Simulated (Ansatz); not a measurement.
# Four-centre ligand exchange

Start structure (SiH$_{6}$SeS, singlet), relaxed at PBE0-D4/def2-TZVP:

Si1  (-1.061, -0.891, 0.323)
S2  (0.687, -0.559, 1.521)
H3  (-0.570, -1.607, -0.876)
H4  (-2.046, -1.728, 1.055)
H5  (-1.700, 0.392, -0.057)
H6  (1.243, 1.321, -0.430)
Se7  (1.130, 1.876, -1.788)
H8  (0.037, 0.107, 2.490)
H9  (2.282, 1.088, -2.239)
(Å)

The step: SiH₄S ([SiH3][SH]) + H₂Se → SiH₄Se ([SiH3][SeH]) + H₂S; bonds formed: Si1–Se7, S2–H6; bonds broken: Si1–S2, H6–Se7. Computed with Ansatz 0.2.0 (basis: def2-TZVPP and def2-QZVPP); correlated methods freeze the cores. Filled d shells of the heavier atoms are correlated. The def2 sets are not built for correlating such inner shells, so the correlated values are less sure here. Extrapolation: Hartree–Fock as exp(−7.88 √X), correlation as X^−2.97. Energies below are by CCSD(T) at an estimated basis limit (MP2 extrapolated from triple and quadruple zeta, plus CCSD(T) − MP2 in triple zeta).

Q: What are the electronic barrier and the energy of the step, from the start structure to the end structure? (An estimate is asked for; the value comes from the calculation.)

A: By the calculation: Barrier 39.38 kcal/mol; step energy -1.39 kcal/mol (downhill); reverse barrier, their difference, 40.77 kcal/mol. Barrier and step energy count from the start structure, the reverse barrier from the end structure.

The saddle point: One imaginary mode of 461i cm⁻¹.
```tsv
pair	start (Å)	saddle (Å)	end (Å)
Si1–Se7	4.11	2.65	2.28
S2–H6	2.77	1.46	1.35
Si1–S2	2.14	2.44	4.46
H6–Se7	1.47	2.03	2.83
```

Zero-point energy (harmonic, PBE0-D4): ZPE is 30.69 kcal/mol at the start and 30.30 kcal/mol at the saddle, so the barrier goes from 39.38 to 38.99 kcal/mol.

T1 diagnostic: at most 0.012.

Labels in which every atom is bracketed show which atoms are joined, not bond orders.

For scale, one of the runs: CCSD(T)/def2-TZVPP, 216 basis functions, launched by `ansatz run in.yaml --threads 4 --pin off --events-out ev --progress --plain --max-ram 9574MiB`. The run took 96 s on 4 CPU threads of a Oxide Virtual Turin-like (shared host), with 3 GiB of host memory at its peak.
